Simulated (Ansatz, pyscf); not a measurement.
[HB–NH₂]• → [H₂B–NH]•, a hydrogen shift on the doublet surface: H–N broken, B–H formed. Single points on ωB97X-D3(BJ)/def2-SVP structures (PySCF, gas phase). Wave-function energies: Ansatz (a program for electronic structure), frozen core, RHF or UHF references. In kJ/mol, from the reactant's lowest minimum found.

Cost: rough CPU time of the saddle's run relative to CCSD(T)/cc-pV(D+d)Z, from one job on a shared machine, with the HF step and its search for lower states.

| level | barrier | reaction energy | cost |
|---|---|---|---|
| ωB97M-D3(BJ)/def2-TZVP | 191.29 | +34.71 | – |
| r²SCAN/def2-TZVP | 188.52 | +34.87 | – |
| CCSD(T)/cc-pV(D+d)Z | 210.34 | +40.68 | 1 |
| CCSDT(Q)/cc-pV(D+d)Z | (withheld) | (withheld) | 21 |
| CCSD(T)/cc-pV(T+d)Z | 201.35 | +44.27 | 6 |
| CCSD(T)/cc-pV(Q+d)Z | (withheld) | +45.30 | – |

What belongs in the gaps?


- CCSDT(Q)/cc-pV(D+d)Z, barrier: 208.89
- CCSDT(Q)/cc-pV(D+d)Z, reaction energy: +39.45
- CCSD(T)/cc-pV(Q+d)Z, barrier: 198.49

In cc-pV(D+d)Z, going from CCSD(T) to CCSDT(Q) shifts the barrier by -1.45 and the reaction energy by -1.23 kJ/mol. With HF in the quadruple-zeta basis and the correlation energy extrapolated as X⁻³ from X = 3, 4, CCSD(T) gives 197.90 and +46.25; adding the double-zeta shift gives ΔE‡ = 196.44 and ΔE = +45.02 kJ/mol, without core correlation, relativity or geometry relaxation at these levels. One saddle was located; it need not be the lowest between these sides. The CCSD(T) − MP2 part came from Ansatz, without density fitting, on the same reference.
